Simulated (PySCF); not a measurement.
## Cu²⁵⁺ (copper, charge +25): Hartree-Fock from Schrödinger to Dirac-Coulomb-Breit

Occupied: 1s1/2, 2s1/2. Hartree-Fock calculated with PySCF 2.14 in an uncontracted even-tempered set (16 s from 2.5 bohr⁻², ratio 2.7; 11 p from 3 bohr⁻², ratio 2.7), Gaussian nucleus throughout. NR is non-relativistic, sf-X2C the spin-free one-electron X2C Hamiltonian, X2C adds the bare one-electron spin-orbit term, X2C-SNSO screens it by Boettger's factors, DC is four-component Dirac-Coulomb, and the Gaunt and Breit terms are added at first order (total energies over the DC spinors, levels after relaxing the spinors in that mean field). QED terms are absent. Levels marked empty are virtual spinors of this ion.

```csv
Hamiltonian,E (hartree),E − E(DC) (hartree),CPU seconds
NR,-1006.4799,11.8281,0.25
sf-X2C,-1018.1208,0.1871,0.11
X2C,-1018.1208,0.1871,0.11
X2C-SNSO,-1018.1208,0.1871,0.11
DC,-1018.3080,0.0000,4
DC+Gaunt,-1017.9209,0.3871,5.1
DC+Breit,-1017.9281,0.3798,46
```

**Question.** Give the 2p spin-orbit interval with each Hamiltonian that has one.

**Answer.** X2C 26.51; X2C-SNSO 24.66; DC 24.90; DC+Gaunt 24.17; DC+Breit 24.17 (eV).

| level (eV) | NR | sf-X2C | X2C | X2C-SNSO | DC | DC+Gaunt | DC+Breit |
| --- | --- | --- | --- | --- | --- | --- | --- |
| 1s1/2 | -10655.7 | -10768.3 | -10768.3 | -10768.3 | -10772.8 | -10763.6 | -10763.7 |
| 2s1/2 | -2440.5 | -2473.2 | -2473.2 | -2473.2 | -2473.6 | -2472.6 | -2472.7 |
| 2p1/2 (empty) | -2282.2 | -2293.6 | -2311.5 | -2310.2 | -2310.5 | -2308.8 | -2309.0 |
| 2p3/2 (empty) | -2282.2 | -2293.6 | -2285.0 | -2285.6 | -2285.6 | -2284.6 | -2284.9 |
| 3s1/2 (empty) | -1001.9 | -1012.5 | -1012.5 | -1012.5 | -1012.6 | -1012.3 | -1012.4 |

Weight of the small component: 1s1/2 0.0111, 2s1/2 0.00249, 2p1/2 0.00242, 2p3/2 0.00239, 3s1/2 0.00101.

Koopmans' value for the highest occupied level at DC+Breit: 2472.7 eV, against an ionisation energy of 2479.1 ± 2.2 eV (semi-empirical (NIST evaluation); NIST Atomic Spectra Database, ionization energies); the former lacks relaxation, correlation, QED and recoil.

The whole ladder took 58 s of wall time on 1 thread of Intel(R) Xeon(R) Platinum 8259CL CPU @ 2.50GHz (shared host), launched as `OMP_NUM_THREADS=1 python relrun2.py TASK.json OUT` (a driver that calls PySCF for each Hamiltonian).

Dirac-Coulomb iterations, started from the X2C spinors:

```
with_ssss True, with_gaunt False, with_breit False
light speed = 137.03599967994
init E= -1017.14027013122
cycle= 1 E= -1018.30796959751  delta_E= -1.17  |g|= 0.206  |ddm|= 0.0238
cycle= 2 E= -1018.30797598106  delta_E= -6.38e-06  |g|= 0.000635  |ddm|= 0.000325
cycle= 3 E= -1018.30797598136  delta_E= -3.02e-10  |g|= 3.36e-06  |ddm|= 9.56e-06
```
